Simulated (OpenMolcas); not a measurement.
**Lines of I⁺: computed and rescaled rates**

```yaml
Program: OpenMolcas
Method: "MS-RASPT2, IPEA 0.25 Eh, imaginary shift 0.1 Eh (closed shells correlated: 4d 5s)"
Basis: ANO-R3 [8s7p5d4f3g2h]
Scalar_Hamiltonian: X2C, finite nucleus
Active_space: 4 electrons in 9 orbitals (RAS2 5p; RAS3 5d 6s, at most 1 electron)
State_averaging: 2S+1 = 3 even, 3 roots; 2S+1 = 1 even, 6 roots; 2S+1 = 5 odd, 6 roots; 2S+1 = 3 odd, 54 roots; 2S+1 = 1 odd, 33 roots
Spin-orbit_coupling: RASSI with atomic mean-field integrals over the reference wave functions, term energies averaged over their components
```

Rates come from the transition moments of the reference wave functions (E1 and E2 in the length form). At fixed line strength A goes as λ^-3 for E1 and M1 and as λ^-5 for E2, so a rate at the computed wavelength can be rescaled to the measured one. Measured vacuum wavelengths follow from level energies in NIST Handbook of Basic Atomic Spectroscopic Data. Branching counts decays inside the model space alone, at computed energies, and the table is only a selection of the E1 lines, drawn from those between levels with measured partners whose computed energy lies within a factor of 1.5 of the measured one.

```csv
Upper,Lower,Type,λ computed (nm),λ measured (nm),A computed (s-1),A rescaled (s-1),Branching %
5s² 5p³ 6s ³S°₁,5s² 5p⁴ ³P₂,E1,124.3,117.9,1.02e+09,1.20e+09,70.6
5s² 5p³ 6s ¹D°₂ [72 %],5s² 5p⁴ ¹D₂,E1,124.6,119.1,8.42e+08,9.64e+08,78.0
5s² 5p³ 6s ³D°₃,5s² 5p⁴ ³P₂,E1,108.4,103.5,5.33e+08,6.12e+08,94.5
5s² 5p³ 6s ³D°₂ [73 %],5s² 5p⁴ ³P₂,E1,110.6,106.7,5.32e+08,5.92e+08,74.9
5s² 5p³ 6s ³D°₁,5s² 5p⁴ ³P₁,E1,119.3,114,4.19e+08,4.80e+08,71.5
5s² 5p³ 6s ³S°₁,5s² 5p⁴ ³P₁,E1,135.1,128.6,2.76e+08,3.20e+08,19.2
5s² 5p³ 6s ³S°₁,5s² 5p⁴ ³P₀,E1,135.4,127.6,1.41e+08,1.68e+08,9.8
5s² 5p³ 6s ¹D°₂ [72 %],5s² 5p⁴ ³P₂,E1,106.8,102.4,1.38e+08,,12.8
5s² 5p³ 6s ³D°₂ [73 %],5s² 5p⁴ ³P₁,E1,119,115.5,1.25e+08,1.37e+08,17.6
5s² 5p³ 5d ⁵D°₂,5s² 5p⁴ ¹D₂,E1,125.9,138,1.08e+08,,92.0
5s² 5p³ 6s ¹D°₂ [72 %],5s² 5p⁴ ³P₁,E1,114.7,110.4,9.97e+07,,9.2
5s² 5p³ 6s ³D°₁,5s² 5p⁴ ³P₀,E1,119.6,113.2,9.27e+07,1.09e+08,15.8
5s² 5p³ 6s ³D°₁,5s² 5p⁴ ¹D₂,E1,130.1,123.3,5.74e+07,,9.8
5s² 5p³ 6s ³D°₂ [73 %],5s² 5p⁴ ¹D₂,E1,129.7,125.1,5.28e+07,,7.4
5s² 5p³ 6s ³D°₃,5s² 5p⁴ ¹D₂,E1,126.7,120.6,3.10e+07,,5.5
5s² 5p³ 5d ⁵D°₁,5s² 5p⁴ ³P₂,E1,107.8,114,3.02e+07,,69.8
5s² 5p³ 6s ⁵S°₂,5s² 5p⁴ ³P₂,E1,130.1,123.4,2.52e+07,,95.3
5s² 5p³ 5d ⁵D°₀,5s² 5p⁴ ³P₁,E1,116,127.7,1.98e+07,,100.0
5s² 5p³ 5d ⁵D°₃,5s² 5p⁴ ³P₂,E1,107.4,116.6,1.72e+07,,94.2
5s² 5p³ 6s ³D°₁,5s² 5p⁴ ³P₂,E1,110.8,105.5,1.42e+07,1.64e+07,2.4
5s² 5p³ 5d ⁵D°₂,5s² 5p⁴ ³P₂,E1,107.8,116.1,8.96e+06,,7.6
5s² 5p³ 5d ⁵D°₁,5s² 5p⁴ ³P₀,E1,116,123,8.07e+06,,18.6
5s² 5p³ 5d ⁵D°₁,5s² 5p⁴ ³P₁,E1,115.8,124,4.51e+06,,10.4
5s² 5p³ 6s ⁵S°₂,5s² 5p⁴ ³P₁,E1,141.9,135.2,1.23e+06,,4.6
5s² 5p³ 5d ⁵D°₃,5s² 5p⁴ ¹D₂,E1,125.4,138.9,1.05e+06,,5.8
```

Spin-changing lines and M1 lines between different terms are not rescaled, since their strength hangs on the term gaps too.

The largest correction is for 5s² 5p³ 6s ³S°₁ → 5s² 5p⁴ ³P₀ (E1): 1.41e+08 × (135.4 / 127.6)^3 = 1.68e+08 s-1, a factor of 1.19.

The computed order of these levels differs from the measured one in 4 places, and where term gaps are wrong the rates of spin-changing lines can be off by large factors.

No measured rate stands beside these. Rescaling mends the energy factor alone: line strengths can still be far off where a level mixes with configurations outside the active space, and weak or spin-changing lines hang on small mixing coefficients that depend on the term gaps too, so rescaling need not improve them.

CASPT2 breaks the degeneracy within a term, and the mean is taken; among the terms shown or strongly mixed into the levels shown the widest spread is 600 cm-1 (5s² 5p³ 6s ³D°). Over all roots computed the reference weight is 0.82 to 0.91; the roots of lowest weight are the least certain, and an intruder state may touch them. Some levels mix across a computed gap that differs much from the measured one, so their mixing is not that of the real levels. ANO sets are built for valence states and can reach diffuse excited orbitals poorly, and with the s shell closed the s pⁿ⁺¹ terms that mix with these levels are absent. With the s shell closed, the reference lacks s² → p² mixing. Computed and measured levels are paired by configuration, term and J; levels that our copy of the source lacks, or whose pairing is in doubt (as where it misses far off the trend of its configuration), stay unpaired. Only configurations of the active space appear.

A share in square brackets marks a mixed level and gives the weight of the term that names it. ° marks odd parity.
